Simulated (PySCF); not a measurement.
Input of a run (PBE0-D3(BJ)/def2-SVP geometry optimisation, gas phase, def2 core potentials past Kr (PySCF 2.14.0)), started from GFN2-xTB:
```
{"job": {"xc": "PBE0", "basis": "def2-SVP", "d3": "d3bj", "grid": 1, "maxiter": 40, "shake": 0.03, "kind": "geom"}, "charge": 0, "multiplicity": 1}
Zr    -1.014390    -0.066300    -1.069050
P     -0.956050    -0.023110     1.802010
H     -0.161140    -0.904470     2.454290
H     -1.903700    -0.257170     2.656130
H     -0.515520     1.062730     2.523960
F     -0.788060     0.023070    -2.936840
P      1.843360     0.007040    -0.911510
H      2.580390    -1.032510    -0.385360
H      2.521130     0.982690    -0.129650
H      2.653780     0.110230    -1.979190
F     -2.953640    -0.007420    -0.787870
F     -0.588660     1.777220    -0.581640
F     -0.686850    -1.724110    -0.633080
```

Output (energies in Eh, forces in Eh/bohr):
```
step   0  E = -1131.84653761  max force = 0.138958
step   1  E = -1131.88842591  max force = 0.015486
step   2  E = -1131.89054800  max force = 0.005951
step   3  E = -1131.89150465  max force = 0.005224
step   4  E = -1131.89175517  max force = 0.003793
step   5  E = -1131.89185930  max force = 0.002553
step   6  E = -1131.89194477  max force = 0.001072
step   7  E = -1131.89197304  max force = 0.001592
step   8  E = -1131.89200253  max force = 0.001703
step   9  E = -1131.89202198  max force = 0.001398
step  10  E = -1131.89203762  max force = 0.001032
step  11  E = -1131.89205686  max force = 0.000838
step  12  E = -1131.89209628  max force = 0.002050
step  13  E = -1131.89215339  max force = 0.004507
step  14  E = -1131.89230943  max force = 0.005348
step  15  E = -1131.89270030  max force = 0.003885
step  16  E = -1131.89303370  max force = 0.002624
step  17  E = -1131.89317640  max force = 0.001681
step  18  E = -1131.89323983  max force = 0.001757
step  19  E = -1131.89333388  max force = 0.001233
step  20  E = -1131.89345694  max force = 0.002403
step  21  E = -1131.89354818  max force = 0.002658
step  22  E = -1131.89382736  max force = 0.002666
step  23  E = -1131.89400156  max force = 0.003224
step  24  E = -1131.89410934  max force = 0.001616
step  25  E = -1131.89413318  max force = 0.000592
step  26  E = -1131.89413112  max force = 0.000643
step  27  E = -1131.89413486  max force = 0.000501
step  28  E = -1131.89413759  max force = 0.000357
optimisation converged
```

Summarise the run.

The energy falls by 125.0 kJ/mol over 29 energy and gradient evaluations, the largest force component goes from 0.1390 to 3.6e-04 Eh/bohr, and the atoms move by 0.864 Å rms after alignment. The bond that changes most is Zr1–F13 (ends: zirconium bonded to 4 F and 2 P; fluorine bonded to Zr), which lengthens by 0.185 Å. Bonds longer at the end by more than 0.005 Å: 9 of 12; shorter: 2. Among the angles that change most is P2–Zr1–P7, from 85.7° to 103.8°. Among the dihedrals that turn most is F12–Zr1–P2–H5, from -9° to 55°. The energy rose by more than 1e-6 Eh at step 26. The first step brought 88 % of the lowering.

What are the final bond lengths?

Zr1–P2 2.997 Å, Zr1–F6 1.912 Å, Zr1–P7 3.017 Å, Zr1–F11 1.911 Å, Zr1–F12 1.931 Å, Zr1–F13 1.930 Å, P2–H3 1.421 Å, P2–H4 1.419 Å, P2–H5 1.419 Å, P7–H8 1.419 Å, P7–H9 1.421 Å, P7–H10 1.419 Å. Numbering counts from 1 in the input's order; the species is `[F][Zr]([F])([F])([F])(<-[PH3])<-[PH3]` (cis-Zr(PH3)2F4).

The run used 153 basis functions and 188 SCF cycles in all.

Whether it is a minimum is left open (no frequencies).
